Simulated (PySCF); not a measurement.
**Two-component Hartree-Fock for Pb⁷⁷⁺ (lead, charge +77)**

Start: [He] 2s2 2p1; 2p1/2 filled at m_j = +1/2. Calculated with PySCF 2.14 in an uncontracted even-tempered set (16 s from 69 bohr⁻², ratio 2.4; 13 p from 90 bohr⁻², ratio 2.4; 5 d from 290 bohr⁻², ratio 2.6; 4 f from 430 bohr⁻², ratio 2.6): generalised Hartree-Fock with the X2C-1e Hamiltonian and a Gaussian nucleus; one run each with spin-orbit coupling (SO) switched off, then screened by Boettger's factors.

```json
{"spinor shell": "1s1/2", "electrons": "2", "ε, spin-free (eV)": "-98152.1", "ε, screened SO (eV)": "-98096.1", "weight of nominal j (screened SO)": "1.000", "rms radius, screened SO (bohr)": "0.0180"}
{"spinor shell": "2s1/2", "electrons": "2", "ε, spin-free (eV)": "-24227.1", "ε, screened SO (eV)": "-24209.8", "weight of nominal j (screened SO)": "1.000", "rms radius, screened SO (bohr)": "0.0704"}
{"spinor shell": "2p1/2", "electrons": "1", "ε, spin-free (eV)": "-22250.0", "ε, screened SO (eV)": "-23971.9", "weight of nominal j (screened SO)": "1.000", "rms radius, screened SO (bohr)": "0.0589"}
```

| quantity | spin-free | screened SO |
| --- | --- | --- |
| E (hartree) | -10036.08326 | -10099.35150 |
| M_J | 1/2 | 1/2 |
| ⟨J²⟩ | 0.750 | 0.750 |
| ⟨L²⟩ | 2.000 | 2.000 |
| ⟨S²⟩ | 0.750 | 0.750 |

Each row is a mean over spinors that exchange with the open shell spreads, by up to 23.564 eV (2s1/2).

Breit and QED terms are absent; they matter most for the inner s and p1/2 levels.

Densities and radii are taken from the X2C orbitals without a picture-change correction, which distorts them close to the nucleus.

Without spin-orbit coupling the j labels of p, d and f shells carry no meaning; the spin-free column gives the mean over the occupied spinors of each nl shell.
